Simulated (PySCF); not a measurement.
Compound: C₂H₄F₂Se.
SMILES: `FC[Se]CF`

Theory: EOM-IP-CCSD/aug-cc-pVDZ in PySCF, restricted Hartree–Fock reference, frozen core, non-relativistic, gas phase, PBE0-D3(BJ)/def2-SVP geometry.

Hartree–Fock orbital energies give these Koopmans values (eV): HOMO 9.80, HOMO-1 11.91, HOMO-2 12.92, HOMO-3 14.92, HOMO-4 15.44, HOMO-5 17.78, HOMO-6 18.79, HOMO-7 19.38.

Problem. What vertical ionisation energies does EOM-IP-CCSD give?

Solution. 
| leading hole (HF orbital) | Koopmans (eV) | EOM-IP-CCSD (eV) | change (eV) | one-hole share |
| --- | --- | --- | --- | --- |
| HOMO | 9.80 | 9.33 | -0.47 | 0.96 |
| HOMO-1 | 11.91 | 11.18 | -0.73 | 0.96 |
| HOMO-2 | 12.92 | 11.85 | -1.07 | 0.96 |
| HOMO-3 | 14.92 | 13.16 | -1.76 | 0.95 |
| HOMO-4 | 15.44 | 13.53 | -1.91 | 0.95 |
| HOMO-5 | 17.78 | 15.35 | -2.43 | 0.93 |
| HOMO-6 | 18.79 | 16.30 | -2.49 | 0.94 |
| HOMO-7 | 19.38 | 17.47 | -1.91 | 0.94 |

Problem. Does the order of the lines follow the orbital energies?

Solution. Yes, no two lines change places. The corrections run from -2.49 to -0.47 eV, with a mean of -1.60 eV over the 8 lines; no line lies above its Koopmans value.

Problem. At what kinetic energies would He II light (40.81 eV) eject these electrons?

Solution. 31.48 eV (HOMO), 29.63 eV (HOMO-1), 28.96 eV (HOMO-2), 27.65 eV (HOMO-3), 27.28 eV (HOMO-4), 25.46 eV (HOMO-5), 24.51 eV (HOMO-6), 23.34 eV (HOMO-7).

Problem. What total energy has the lowest final state, and which wavelength reaches it?

Solution. E(CCSD) + ionisation energy = -2677.64102 + 0.34286 = -2677.29816 Eh, at the geometry of the initial state. The threshold wavelength is 1239.84 eV nm/9.33 eV = 132.9 nm.

One root was sought for each valence orbital with −ε under 21 eV, eight at most, so deeper holes and satellites are missing; no vibrational structure.

Conformer computed: `[F:1][CH2:2][Se:3][CH2:4][F:5]`: F1–C2–Se3–C4 -81°, C2–Se3–C4–F5 76°.

One conformer stands for the species.
